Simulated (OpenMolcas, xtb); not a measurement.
CH7BSi2 (SMILES CB1[SiH2][SiH2]1): the vertical energy of the triplet above the singlet, rung by rung

CH7BSi2 has 11 atoms, charge 0, and is taken as a singlet. SMILES: `CB1[SiH2][SiH2]1`. Geometry: relaxed at PBE0-D4/def2-TZVP.

Each level gives the vertical energy of the triplet above the singlet (eV). The values are calculated.

```json
{"level": "GFN0-xTB", "kind": "semi-empirical", "program": "xtb", "value (eV)": "1.24", "less CCSD(T)/6-31G*": "-1.83", "CPU time (all runs)": "under 2 s"}
{"level": "HF/6-31G* (spherical functions)", "kind": "Hartree–Fock", "program": "OpenMolcas", "value (eV)": "2.50", "less CCSD(T)/6-31G*": "-0.57", "CPU time (all runs)": "26 s"}
{"level": "SVWN5/6-31G* (spherical functions)", "kind": "LDA", "program": "OpenMolcas", "value (eV)": "3.01", "less CCSD(T)/6-31G*": "-0.06", "CPU time (all runs)": "1.7 min"}
{"level": "PBE/6-31G* (spherical functions)", "kind": "GGA", "program": "OpenMolcas", "value (eV)": "2.84", "less CCSD(T)/6-31G*": "-0.23", "CPU time (all runs)": "2.3 min"}
{"level": "TPSS/6-31G* (spherical functions)", "kind": "meta-GGA", "program": "OpenMolcas", "value (eV)": "2.84", "less CCSD(T)/6-31G*": "-0.23", "CPU time (all runs)": "3.3 min"}
{"level": "B3LYP/6-31G* (spherical functions)", "kind": "global hybrid", "program": "OpenMolcas", "value (eV)": "2.92", "less CCSD(T)/6-31G*": "-0.15", "CPU time (all runs)": "2.2 min"}
{"level": "B3LYP/6-31G* (Cartesian functions)", "kind": "global hybrid", "program": "OpenMolcas", "value (eV)": "2.92", "less CCSD(T)/6-31G*": "-0.15", "CPU time (all runs)": "2.3 min"}
{"level": "CCSD(T)/6-31G* (spherical functions), open shells restricted", "kind": "coupled cluster or CI", "program": "OpenMolcas", "value (eV)": "3.07", "less CCSD(T)/6-31G*": "0.00", "CPU time (all runs)": "81 s"}
```

CCSD(T)/6-31G* (spherical functions), open shells restricted is the highest level here, not the true value. The values span 1.24 to 3.07 eV. GFN0-xTB: no spin polarisation, so open shells miss the exchange term that lowers them. The upper state's dipole differs much between rows, so they may not all be the same state. Times are those of the runs behind each value, whatever else they computed, on shared processors of several kinds: orders of magnitude only.
